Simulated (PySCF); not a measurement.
**MgIn: from constants to spectrum**

ROHF-CCSD(T) constants of MgIn, ²Π (doublet), unpaired electrons π ↑ (PySCF, spin-free X2C with a Gaussian nucleus, basis sets Mg x2c-SVPall, In x2c-SVPall; masses 23.9850 and 114.9039 u):

```
ωe            : 134.1 cm⁻¹
ωexe          : 2.13 cm⁻¹
Be            : 0.089829 cm⁻¹
αe            : 0.00130 cm⁻¹
De to Mg + In : 0.286 eV
```

**Question.** What force constant and bond length do these constants imply?

**Answer.** Reduced mass μred = 19.843 u; k = 5.8918×10⁻⁷·μred·ωe² (u, cm⁻¹, mdyn/Å) = 0.210 mdyn/Å; Re = √(16.8576/(μred·Be)) (u, cm⁻¹, Å) = 3.075 Å.

**Question.** Estimate the centrifugal constant D from the Kratzer relation and find the Dunham coefficient a1.

**Answer.** D = 4Be³/ωe² = 1.61e-07 cm⁻¹; a1 = −1 − αeωe/(6Be²) = -4.60.

Correlated steps freeze 19 core orbitals. The bond is weak. Basis-set superposition, not corrected here, can be much of De in a small basis, most of all at correlated wavefunction levels. Spin–orbit coupling is left out, which matters for elements this heavy, above all for dissociation energies. The state is the lowest determinant that a PBE0 search found; another state may lie lower at other levels.
